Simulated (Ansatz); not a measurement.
Energy needed to pull apart ZnHO (SMILES [OH][Zn]), doublet, into free ground-state atoms, from the structure below (displaced at random from a GFN2-xTB minimum); no zero-point or spin–orbit terms; open-shell atoms are treated unrestricted, in their ground-state multiplicity.

```xyz
3
angstrom
O -0.2955 -0.3957 -0.2063
Zn 1.2822 0.0394 0.6973
H -0.9811 0.2545 -0.5319
```

Program: Ansatz 0.2.0. Basis: def2-TZVPP. Cores are frozen in the correlated methods; orbitals are unrestricted. The 3s and 3p shells of Cu and Zn are frozen; filled d shells are correlated. B3LYP uses VWN-RPA correlation.

```
   method  atomization energy (kJ/mol)
   PBE-D4                          649
  BLYP-D4                          627
r2SCAN-D4                          644
  PBE0-D4                          617
 B3LYP-D4                          614
  wB97M-V                            ?
       HF                          381
      MP2                            ?
     CCSD                          590
  CCSD(T)                          605
```

Problem. What does MP2 give? (An estimate is asked for; the value comes from the calculation.)

Solution. Computed: 647 kJ/mol, which is about 41 kJ/mol more than CCSD(T)/def2-TZVPP.

Problem. What does wB97M-V give? (An estimate is asked for; the value comes from the calculation.)

Solution. By the calculation: 622 kJ/mol, which is about 17 kJ/mol more than CCSD(T)/def2-TZVPP.

In triple zeta the MP2 and coupled-cluster atomization energies are still short of their basis limit by a few kcal/mol a bond, whereas those of the functionals are nearly converged, so these differences are not deviations from converged CCSD(T).

The T1 diagnostic stays at or below 0.022. ⟨S²⟩ of the unrestricted Hartree–Fock references: 0.75 (a pure state has 0.75).

For scale, one of the runs: CCSD(T)/def2-TZVPP forces, 109 basis functions (an equivalent command: `ansatz run in.yaml --threads 4`). The run took 46 s on 4 CPU threads (shared host), with 1.4 GiB of host memory at its peak.
